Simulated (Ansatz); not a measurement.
Reaction (formal exchange of groups at the In–Al bond): `[CH3][Al]([CH3])[InH2]` + `C#CCC` → `C[CH2][InH2]` + `C#[C][Al]([CH3])[CH3]`

Isolated molecules relaxed with PBE0-D4/def2-TZVP in Ansatz; ΔE leaves out vibrations. CCSD(T)/CBS is the MP2 limit (def2-TZVPP, def2-QZVPP) plus CCSD(T) − MP2 in def2-TZVPP, frozen cores. Functionals use def2-TZVPP. HSE06 is defined as in plane-wave codes. Elements past krypton have def2 core potentials. For In outer-core shells are correlated without core-valence functions, which leaves a few kJ/mol of doubt a bond.

```json
{"level": "revPBE-D4", "ΔE (kJ/mol)": "-0.8", "difference from CCSD(T)/CBS": "14.8"}
{"level": "B97M-V", "ΔE (kJ/mol)": "-12.0", "difference from CCSD(T)/CBS": "3.6"}
{"level": "r2SCAN0-D4", "ΔE (kJ/mol)": "-5.3", "difference from CCSD(T)/CBS": "10.3"}
{"level": "HSE06-D4", "ΔE (kJ/mol)": "2.3", "difference from CCSD(T)/CBS": "17.9"}
{"level": "BHLYP-D4", "ΔE (kJ/mol)": "-7.3", "difference from CCSD(T)/CBS": "8.3"}
{"level": "ωB97M-V", "ΔE (kJ/mol)": "-13.7", "difference from CCSD(T)/CBS": "1.9"}
{"level": "PBE-QIDH", "ΔE (kJ/mol)": "-6.1", "difference from CCSD(T)/CBS": "9.5"}
{"level": "PBE0", "ΔE (kJ/mol)": "2.9", "difference from CCSD(T)/CBS": "18.5"}
{"level": "r2SCANh", "ΔE (kJ/mol)": "-7.3", "difference from CCSD(T)/CBS": "8.3"}
{"level": "BHLYP", "ΔE (kJ/mol)": "-6.3", "difference from CCSD(T)/CBS": "9.3"}
{"level": "LC-ωPBE", "ΔE (kJ/mol)": "-4.8", "difference from CCSD(T)/CBS": "10.8"}
{"level": "MP2/def2-SVP", "ΔE (kJ/mol)": "-10.2", "difference from CCSD(T)/CBS": "5.4"}
{"level": "HF/def2-TZVPP", "ΔE (kJ/mol)": "-7.3", "difference from CCSD(T)/CBS": "8.3"}
{"level": "CCSD/def2-TZVPP", "ΔE (kJ/mol)": "-14.1", "difference from CCSD(T)/CBS": "1.5"}
{"level": "MP2/def2-QZVPP", "ΔE (kJ/mol)": "-20.4", "difference from CCSD(T)/CBS": "-4.8"}
{"level": "HF/CBS(def2)", "ΔE (kJ/mol)": "-8.2", "difference from CCSD(T)/CBS": "7.4"}
{"level": "CCSD(T)/CBS", "ΔE (kJ/mol)": "-15.6", "difference from CCSD(T)/CBS": "0"}
```

Largest T1 diagnostic among the species: 0.013.

At CCSD(T), def2-SVP lies +13.4 kJ/mol from the extrapolated value and def2-TZVPP −0.8 kJ/mol. Leaving LDA and LC-ωPBE aside and taking each functional with its dispersion term where it has one, the values spread over 16.0 kJ/mol, from ωB97M-V to PBE0-D4. LDA lies +9.5 kJ/mol from PBE without D4.

CCSD(T)/CBS has its own doubt, a few kJ/mol and more with outer-core shells, so smaller differences from it don't rank the levels.
